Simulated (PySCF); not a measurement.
# Vertical excitation energies

C6H10OS.
SMILES: `COCS[C@]12C[C@H]1C2`

Method: PySCF, TDDFT wB97X-D/def2-SVPD, vertical, gas phase, core orbitals frozen in the response. The structure is a single GFN2-xTB conformer in the gas phase; no vibrational or solvent corrections. Torsions of this conformer, `[CH3:1][O:2][CH2:3][S:4][C@:5]12[CH2:6][C@H:7]1[CH2:8]2`: C1–O2–C3–S4 -70°, O2–C3–S4–C5 -62°, C3–S4–C5–C6 82°.

| state | E (eV) | λ (nm) | f | main configurations (H = HOMO, L = LUMO) |
| --- | --- | --- | --- | --- |
| S1 | 5.74 | 216.1 | 0.0008 | H→L (69%), H→L+4 (10%) |
| S2 | 6.66 | 186.1 | 0.030 | H→L+1 (64%), H→L+2 (21%) |
| S3 | 6.83 | 181.5 | 0.142 | H-1→L (78%) |
| S4 | 6.95 | 178.4 | 0.037 | H→L+2 (30%), H→L+5 (24%), H→L+1 (14%) |
| S5 | 7.33 | 169.2 | 0.0046 | H→L+3 (22%), H→L+5 (17%), H-1→L+2 (15%) |
| S6 | 7.35 | 168.8 | 0.022 | H-1→L+2 (33%), H-1→L+1 (22%), H→L+3 (11%) |
| S7 | 7.39 | 167.7 | 0.036 | H-1→L+1 (38%), H-1→L+2 (18%), H-1→L+5 (13%) |
| S8 | 7.59 | 163.4 | 0.018 | H→L+3 (29%), H→L+5 (22%), H-2→L (19%) |

Triplets, Tamm–Dancoff:

```json
{"state": "T1", "E (eV)": "5.35", "λ (nm)": "231.7", "main configurations (H = HOMO, L = LUMO)": "H→L (63%), H→L+4 (12%)"}
{"state": "T2", "E (eV)": "5.99", "λ (nm)": "207.0", "main configurations (H = HOMO, L = LUMO)": "H-1→L (52%), H-1→L+4 (13%), H-1→L+5 (9%)"}
{"state": "T3", "E (eV)": "6.08", "λ (nm)": "204.0", "main configurations (H = HOMO, L = LUMO)": "H→L+2 (33%), H→L+5 (25%), H→L+1 (14%)"}
```

The lowest singlet lies at 5.74 eV (216 nm, ultraviolet) and is very weak; its leading configuration is HOMO→LUMO (69%). The strongest level in the table is S3 at 6.83 eV (181 nm, f = 0.142). Löwdin shares by element: HOMO sulfur 62%, carbon 22% or more (atoms not listed hold the other 16%); LUMO sulfur 47%, carbon 15% or more, hydrogen 7% or more (atoms not listed hold the other 31%). The oscillator strengths of these states sum to 0.290; summed over the whole spectrum of an exact calculation they would give the number of electrons, 70 (Thomas–Reiche–Kuhn). The listed states span 1.85 eV, and the widest gap between neighbours is 0.92 eV (S1 to S2). Weighted by f, the mean energy of these states is 6.99 eV. No computed singlet lies in the visible range (380 to 750 nm); the lowest, at 216 nm, stands 2.47 eV above its violet end (3.26 eV). Only the lowest 8 singlets were computed, as vertical energies without vibronic structure.
